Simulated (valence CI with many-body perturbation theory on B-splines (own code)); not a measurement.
# Ta⁵⁰⁺: E2, M1 decay

Method: configuration interaction combined with many-body perturbation theory (CI+MBPT): five valence electrons over a frozen Dirac-Fock core [Ar], a basis of 7 s, 7 p, 8 d, 6 f, 4 g, 1 h functions for each j, with the one-electron correlation potential Σ1, the two-electron term Σ2, the three-electron term Σ3, Breit, model QED; selected CI, second order for the rest, scaled by the run's own slope (own B-spline code, finite nucleus).

The last digits are not significant, and no measured levels were compared; by estimate large intervals hold to a few tenths of a per cent, small ones and those within an open d or f shell to about a per cent. Excitations out of the core, of the other parity, are not computed and may begin above about 244 eV (a cautious bound); beyond it only levels of the ground parity were kept, without lifetimes. Only levels of the ground parity were solved; by the run's estimate the other parity begins above the list, which can be wrong where configurations are misplaced.

Lines 1 to 50 of 120 in falling wavelength, among levels below 1967700 cm⁻¹, chosen from the decays that carry over 1 % of a level's rate. Wavelengths and rates use the calculated energies. Electric multipoles are in the length gauge, E1 and E2 with the static RPA response of the core. Weak lines are less certain than strong ones. Lines between different terms over intervals too small for the method are left out, as are lines whose strength nearly cancels. Branching is blank where the lifetime is uncertain.

Levels are named by their leading jj configuration (3d3/2^4 stands for four electrons in 3d with j = 3/2), which in mixed levels can hold well under half, so a name can repeat and another be missing. Letters in brackets count levels of one name in rising energy.

```csv
λ vac (nm),Upper,Lower,Type,A (s⁻¹),Branch %
958.6,(3d3/2^3 3d5/2^2) J=11/2,(3d3/2^3 3d5/2^2) J=7/2 [a],E2,1.93e-08,
229.2,(3d3/2^3 3d5/2^2) J=9/2,(3d3/2^3 3d5/2^2) J=11/2,M1,6.85e+02,29.5
185.0,(3d3/2^3 3d5/2^2) J=9/2,(3d3/2^3 3d5/2^2) J=7/2 [a],M1,1.46e+03,62.9
145.6,(3d3/2^3 3d5/2^2) J=5/2 [b],(3d3/2^3 3d5/2^2) J=3/2 [a],M1,2.37e+03,3.0
103.9,(3d3/2^3 3d5/2^2) J=1/2,(3d3/2^3 3d5/2^2) J=3/2 [a],M1,1.96e+04,96.9
83.87,(3d3/2^3 3d5/2^2) J=7/2 [b],(3d3/2^3 3d5/2^2) J=7/2 [a],M1,3.59e+03,3.5
71.46,(3d3/2^2 3d5/2^3) J=1/2 [b],(3d3/2^2 3d5/2^3) J=3/2 [a],M1,3.16e+04,1.0
70.90,(3d3/2^3 3d5/2^2) J=3/2 [b],(3d3/2^3 3d5/2^2) J=1/2,M1,3.23e+03,1.1
63.36,(3d3/2^2 3d5/2^3) J=9/2 [c],(3d3/2^2 3d5/2^3) J=9/2 [b],M1,2.46e+04,2.1
59.32,(3d3/2^3 3d5/2^2) J=3/2 [b],(3d3/2^3 3d5/2^2) J=5/2 [b],M1,1.06e+04,3.7
56.77,(3d3/2^3 3d5/2^2) J=5/2 [b],(3d3/2^3 3d5/2^2) J=5/2 [a],M1,4.20e+04,53.7
52.14,(3d3/2^2 3d5/2^3) J=3/2 [c],(3d3/2^2 3d5/2^3) J=1/2 [b],M1,1.79e+04,1.5
42.15,(3d3/2^3 3d5/2^2) J=3/2 [b],(3d3/2^3 3d5/2^2) J=3/2 [a],M1,2.84e+04,9.8
40.95,(3d3/2^2 3d5/2^3) J=3/2 [c],(3d3/2^2 3d5/2^3) J=5/2 [c],M1,4.94e+04,4.0
33.03,(3d3/2^2 3d5/2^3) J=1/2 [a],(3d3/2^3 3d5/2^2) J=3/2 [b],M1,2.30e+05,5.6
32.00,(3d3/2^2 3d5/2^3) J=3/2 [a],(3d3/2^3 3d5/2^2) J=3/2 [b],M1,7.82e+04,1.3
31.08,(3d3/2^2 3d5/2^3) J=5/2 [b],(3d3/2^3 3d5/2^2) J=3/2 [b],M1,1.33e+05,4.2
29.01,(3d3/2^3 3d5/2^2) J=3/2 [b],(3d3/2^3 3d5/2^2) J=5/2 [a],M1,2.23e+04,7.7
28.65,(3d3/2^2 3d5/2^3) J=5/2 [d],(3d3/2^2 3d5/2^3) J=5/2 [b],M1,1.02e+05,4.5
25.15,(3d3/2^2 3d5/2^3) J=9/2 [a],(3d3/2^3 3d5/2^2) J=7/2 [b],M1,2.36e+05,10.7
25.00,(3d3/2^2 3d5/2^3) J=5/2 [c],(3d3/2^3 3d5/2^2) J=3/2 [b],M1,6.73e+05,16.7
24.71,(3d3/2^2 3d5/2^3) J=3/2 [b],(3d3/2^3 3d5/2^2) J=3/2 [b],M1,1.97e+04,1.3
24.15,(3d3/2^2 3d5/2^3) J=7/2 [a],(3d3/2^3 3d5/2^2) J=5/2 [b],M1,4.90e+05,14.9
24.13,(3d3/2^2 3d5/2^3) J=5/2 [a],(3d3/2^3 3d5/2^2) J=3/2 [a],M1,9.95e+04,1.7
23.87,(3d3/2 3d5/2^4) J=3/2 [a],(3d3/2^2 3d5/2^3) J=1/2 [b],M1,8.09e+04,1.0
23.51,(3d3/2^2 3d5/2^3) J=5/2 [d],(3d3/2^2 3d5/2^3) J=7/2 [a],M1,1.59e+05,7.0
23.31,(3d3/2^2 3d5/2^3) J=5/2 [a],(3d3/2^3 3d5/2^2) J=7/2 [a],M1,4.27e+05,7.1
22.89,(3d3/2^3 3d5/2^2) J=5/2 [a],(3d3/2^4 3d5/2) J=5/2,M1,2.79e+06,100.0
22.57,(3d3/2^2 3d5/2^3) J=7/2 [a],(3d3/2^3 3d5/2^2) J=9/2,M1,7.63e+05,23.2
22.53,(3d3/2^2 3d5/2^3) J=1/2 [a],(3d3/2^3 3d5/2^2) J=1/2,M1,1.24e+06,30.3
22.44,(3d3/2 3d5/2^4) J=7/2 [a],(3d3/2^2 3d5/2^3) J=5/2 [c],M1,4.64e+05,7.3
22.39,(3d3/2^2 3d5/2^3) J=11/2,(3d3/2^3 3d5/2^2) J=9/2,M1,3.07e+05,13.9
22.10,(3d3/2^2 3d5/2^3) J=1/2 [b],(3d3/2^3 3d5/2^2) J=3/2 [b],M1,5.60e+04,1.8
22.05,(3d3/2^2 3d5/2^3) J=3/2 [a],(3d3/2^3 3d5/2^2) J=1/2,M1,2.62e+05,4.5
22.02,(3d3/2^2 3d5/2^3) J=5/2 [b],(3d3/2^3 3d5/2^2) J=7/2 [b],M1,3.04e+05,9.6
21.61,(3d3/2^2 3d5/2^3) J=9/2 [a],(3d3/2^3 3d5/2^2) J=9/2,M1,2.46e+04,1.1
21.60,(3d3/2 3d5/2^4) J=5/2 [a],(3d3/2^2 3d5/2^3) J=3/2 [a],M1,6.25e+05,6.9
21.51,(3d3/2 3d5/2^4) J=9/2,(3d3/2^2 3d5/2^3) J=7/2 [c],M1,4.34e+05,9.8
21.22,(3d3/2 3d5/2^4) J=3/2 [a],(3d3/2^2 3d5/2^3) J=5/2 [c],M1,6.07e+05,7.7
20.79,(3d3/2^2 3d5/2^3) J=3/2 [a],(3d3/2^3 3d5/2^2) J=5/2 [b],M1,1.02e+06,17.5
20.74,(3d3/2 3d5/2^4) J=7/2 [a],(3d3/2^2 3d5/2^3) J=9/2 [b],M1,4.71e+05,7.4
20.40,(3d3/2^2 3d5/2^3) J=11/2,(3d3/2^3 3d5/2^2) J=11/2,M1,1.91e+06,86.1
20.39,(3d3/2^2 3d5/2^3) J=5/2 [b],(3d3/2^3 3d5/2^2) J=5/2 [b],M1,1.18e+06,37.1
20.26,(3d3/2^2 3d5/2^3) J=5/2 [d],(3d3/2^2 3d5/2^3) J=5/2 [a],M1,3.40e+04,1.5
20.23,(3d3/2 3d5/2^4) J=11/2,(3d3/2^2 3d5/2^3) J=9/2 [b],M1,4.31e+05,8.7
20.16,(3d3/2^2 3d5/2^3) J=9/2 [b],(3d3/2^3 3d5/2^2) J=7/2 [b],M1,3.39e+05,8.9
20.11,(3d3/2^2 3d5/2^3) J=7/2 [a],(3d3/2^3 3d5/2^2) J=7/2 [a],M1,1.17e+06,35.8
19.75,(3d3/2^2 3d5/2^3) J=9/2 [a],(3d3/2^3 3d5/2^2) J=11/2,M1,7.67e+05,34.9
19.40,(3d3/2^2 3d5/2^3) J=7/2 [b],(3d3/2^3 3d5/2^2) J=7/2 [b],M1,3.63e+05,31.8
19.35,(3d3/2^2 3d5/2^3) J=9/2 [a],(3d3/2^3 3d5/2^2) J=7/2 [a],M1,1.17e+06,53.3
```
